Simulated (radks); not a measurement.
Problem. Eu+, configuration [Kr] 4d10 4f7 5s2 5p5 6s1 5f1 (not the ground configuration). All-electron calculation, scalar-relativistic Kohn-Sham, revPBE, spin-polarised, spherical densities, point nucleus; open shells are filled with parallel spins first (spin-orbit coupling, left out, can overturn this in heavy ions). Program: a radial shooting solver on a logarithmic mesh with Libxc functionals. Some entries of the table are withheld. Estimate them.

orbital  occ.  eigenvalue (Ry)  <r> (bohr)
1s up       1        -3556.388     0.02231
1s down     1        -3556.382     0.02231
2s up       1        -584.8483     0.09510
2s down     1        -584.8430     0.09510
2p up       3        -521.1246     0.08389
2p down     3        -521.1184     0.08389
3s up       1        -129.5433      0.2496
3s down     1        -129.3682      0.2494
3p up       3        -109.7162      0.2481
3p down     3        -109.5411      0.2479
3d up       5        -83.21937      0.2261
3d down     5        -83.08454      0.2257
4s up       1        -26.70821      0.5664
4s down     1        -26.28246      0.5662
4p up       3        -20.19276      0.5999
4p down     3        -19.76718      0.5997
4d up       5        -11.12230      0.6549
4d down     5        -10.69346      0.6549
5s up       1         -4.45368         (1)
5s down     1         -4.13464         (2)
5p up       3              (3)       1.574
5p down     2              (4)       1.610
4f up       7         -1.39718      0.9164
4f down     0         -0.99455      0.9652
6s up       1         -0.93186         (5)
6s down     0         -0.80604         (6)
5f up       1         -0.19278       7.724

Solution. 
(1) 5s up <r> (bohr): 1.359
(2) 5s down <r> (bohr): 1.380
(3) 5p up eigenvalue (Ry): -2.86084
(4) 5p down eigenvalue (Ry): -2.59598
(5) 6s up <r> (bohr): 3.420
(6) 6s down <r> (bohr): 3.403
